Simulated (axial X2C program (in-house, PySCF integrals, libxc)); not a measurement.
## Low determinants of CuIn at the PBE0 level, with spin–orbit coupling

Calculated with an in-house relativistic program for diatomic molecules. Two-component (2c) means X2C with spin–orbit coupling and atomic mean-field two-electron Coulomb and Gaunt terms. Basis: In dyall-cv3z [11s12p9d4f1g], Cu dyall-cv3z [9s9p6d3f2g] (cores contracted in-house); Gaussian nuclei, density fitting, unrestricted open shells. Masses: In 114.904 u, Cu 62.930 u.

Search at 2.540 Å (vertical energies from the lowest determinant):

| ΔE (eV) | state | electrons beyond evenly filled partner blocks | electrons in ±ω = 1/2, 3/2, 5/2, 7/2 |
| --- | --- | --- | --- |
| 0.00 | Ω = 0 | none | 50 22 6 0 |
| 1.36 | Ω = 2 | ω = 1/2, ω = 3/2 | 49 23 6 0 |
| 1.39 | Ω = 1 | 2 × ω = 1/2 | 50 22 6 0 |
| 1.57 | Ω = 1 | ω = -1/2, ω = 3/2 | 49 23 6 0 |
| 3.16 | Ω = 1 | ω = -1/2, ω = 3/2 | 51 21 6 0 |
| 3.17 | Ω = 2 | ω = 1/2, ω = 3/2 | 51 21 6 0 |
| 3.20 | Ω = 2 | ω = -1/2, ω = 5/2 | 51 22 5 0 |

Lowest determinant, Ω = 0 (closed shell): Re = 2.551 Å, ωe = 183.3 cm⁻¹.

The determinant in row 2 of the search, Ω = 2 (⟨Sz⟩ = 1.00, ⟨Lz⟩ = 1.00 at PBE0), was followed along the bond at PBE0; measured from the minimum of the lowest determinant it gives:

Te = 1.356 eV (10935 cm⁻¹), Re = 2.506 Å, ωe = 170.5 cm⁻¹.

Question: Compare the bond of the determinant in row 2 with that of the lowest one.

Answer: At PBE0 its Re is 0.045 Å shorter and its force constant, which goes as ωe², is 0.87 times that of the lowest determinant. T0 ≈ Te + Δωe/2 = 10935 + (-6) = 10929 cm⁻¹.

The search compares states at one distance, so a state with another bond length can lie lower; it is not exhaustive and yields mostly the lowest determinant of each block pattern, so other components and higher states of one pattern are missing. These are energies of single determinants, not of spin-adapted states; PBE0 term energies can be off by some tenths of an eV, and the functional has no current term. Open-shell Ω = 0 determinants with evenly filled partner blocks cannot be reached by this program, so the Ω shown need not be the lowest component.
